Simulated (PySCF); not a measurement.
Species: B2Cl2H3N.
SMILES: `ClB(BN)Cl`

Torsions of this conformer, `[NH2:1][BH:2][B:3]([Cl:4])[Cl:5]`: N1–B2–B3–Cl4 81°, H–N1–B2–B3 -1°, H–N1–B2–B3 180°.

The closed-shell ground state was solved at several levels (PySCF, density fitting, gas phase, non-relativistic). Isolated species at its PBE0-D3(BJ)/def2-SVP geometry, gas phase.

| level | basis functions | HOMO (eV) | LUMO (eV) | gap (eV) | dipole (D) |
| --- | --- | --- | --- | --- | --- |
| wB97X-D/def2-SVPD | 138 | -10.03 | 0.24 | 10.27 | 2.74 |
| B97-2/pcSseg-2 | 236 | -7.85 | -1.55 | 6.30 | 2.74 |

(1) What might PBE0/pcSseg-1 (114 basis functions) give for the same quantities?

(2) Over all these levels, which gives the widest orbital gap and which the narrowest?

(3) How far do the dipole and the HOMO energy spread over the levels?

Results:

(1) HOMO -8.13 eV, LUMO -1.52 eV, gap 6.61 eV, dipole 2.92 D.

(2) wB97X-D/def2-SVPD (range-separated hybrid) has the widest, 10.27 eV, and B97-2/pcSseg-2 (global hybrid, 21 % exact exchange) the narrowest, 6.30 eV. Functional and basis both differ between the two, so the spread mixes both effects.

(3) The dipole runs from 2.74 to 2.92 D (mean 2.80 D) and the HOMO from -10.03 to -7.85 eV.
